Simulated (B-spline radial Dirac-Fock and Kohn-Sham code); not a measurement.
# Kohn-Sham estimates against Dirac-Fock for the levels of Os

System: neutral osmium in the configuration [Xe] 4f14 5d6 6s1 6p1 (an excited configuration).

The density-functional columns are spherical, spin-unpolarised Dirac-Kohn-Sham results without Breit or QED terms: −ε is minus the orbital energy of the initial state and ΔSCF the difference of two total energies. The reference in the last column comes from relaxed Dirac-Fock hole states (ΔSCF) with Breit and QED corrections and a finite nucleus. All numbers are from a radial atomic solver, in eV; a selection of levels is shown. The Kohn-Sham columns are given as differences from the reference. For the 1s level of heavy atoms much of the gap between ΔSCF and the reference is the Breit and QED part, -381.9 eV here; for other levels the error of the functional can be larger.

```
level  LDA −ε − DF  LDA ΔSCF − DF  Dirac-Fock
   1s       -203.4         +370.2     73879.8
   2s       -161.3          -57.5     12987.2
2p1/2       -111.7          +22.8     12398.7
2p3/2       -127.3          -13.1     10884.8
   3s        -84.6          -55.8      3070.1
3p1/2        -66.4          -35.2      2809.5
3p3/2        -65.8          -37.8      2475.4
3d3/2        -43.8           -9.7      2044.7
3d5/2        -45.2          -12.2      1973.7
   4s        -45.2          -32.7       675.8
4p1/2        -37.3          -24.9       566.1
4p3/2        -37.2          -25.5       487.5
4d3/2        -24.9          -13.4       307.4
4d5/2        -24.9          -13.6       292.9
4f5/2         -7.8           +2.7       63.30
4f7/2         -8.0           +2.4       60.62
5p1/2         -7.4           -1.1       69.21
5p3/2         -7.6           -1.7       57.03
   5d         -3.1           +1.6       11.17
   6s         -1.7           +1.6        9.33
   6p         -1.6           +0.8        3.95
```

Values without a named source are computed, but for edge energies of neutral atoms, which are taken from tables.
